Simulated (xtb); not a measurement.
xtb input (GFN2-xTB):

```bash
xtb mol.xyz --gfn 2 --ohess tight --chrg -1 --uhf 0
```
mol.xyz:
```
8

I      2.03651823    -0.36652861     0.06270468
C     -0.10984777    -0.14205447    -0.02539971
C     -0.92362505    -1.27086321    -0.06432579
C     -2.30543190    -1.04333343    -0.15374518
Se    -2.48838436     0.89207361    -0.06352785
C     -0.66010979     1.06085954    -0.01796167
H     -0.54248970    -2.27820708    -0.13046382
H     -0.08045378     2.06369989     0.05786949
```

End of the output:

```
       2    176.89    -0.70392 ( 99.37%)    -0.68221 (  0.63%)    -0.70378
       3    208.47    -0.61330 ( 99.67%)    -0.63356 (  0.33%)    -0.61337
   ------------------------------------------------------------------------

   temp. (K)  partition function   enthalpy   heat capacity  entropy
                                   cal/mol     cal/K/mol   cal/K/mol   J/K/mol
 298.15  VIB   10.4                 2106.087     15.057     11.718
Note: The following floating-point exceptions are signalling: IEEE_UNDERFLOW_FLAG IEEE_DENORMAL
normal termination of xtb
         ROT  0.834E+06              888.752      2.981     30.076
         INT  0.869E+07             2994.839     18.038     41.794
         TR   0.396E+28             1481.254      4.968     42.500
         TOT                        4476.0932    23.0058    84.2939   352.6857

       T/K    H(0)-H(T)+PV         H(T)/Eh          T*S/Eh         G(T)/Eh
   ------------------------------------------------------------------------
    298.15    0.713311E-02    0.473634E-01    0.400507E-01    0.731270E-02
   ------------------------------------------------------------------------

         :::::::::::::::::::::::::::::::::::::::::::::::::::::
         ::                  THERMODYNAMIC                  ::
         :::::::::::::::::::::::::::::::::::::::::::::::::::::
         :: total free energy         -16.705875904211 Eh   ::
         ::.................................................::
         :: total energy              -16.713188603015 Eh   ::
         :: zero point energy           0.040230339133 Eh   ::
         :: G(RRHO) w/o ZPVE           -0.032917640329 Eh   ::
         :: G(RRHO) contrib.            0.007312698804 Eh   ::
         :::::::::::::::::::::::::::::::::::::::::::::::::::::

optimized geometry written to: xtbopt.xyz

           -------------------------------------------------
          | TOTAL ENERGY              -16.713188603015 Eh   |
          | TOTAL ENTHALPY            -16.665825155382 Eh   |
          | TOTAL FREE ENERGY         -16.705875904211 Eh   |
          | GRADIENT NORM               0.000207426438 Eh/α |
          | HOMO-LUMO GAP               2.716849552669 eV   |
           -------------------------------------------------

------------------------------------------------------------------------
------------------------------------------------------------------------
 total:
 SCF:
 ANC optimizer:
 analytical hessian:
```

It need not be the lowest isomer of its formula. Whether it binds its extra electron was not tested at this geometry.
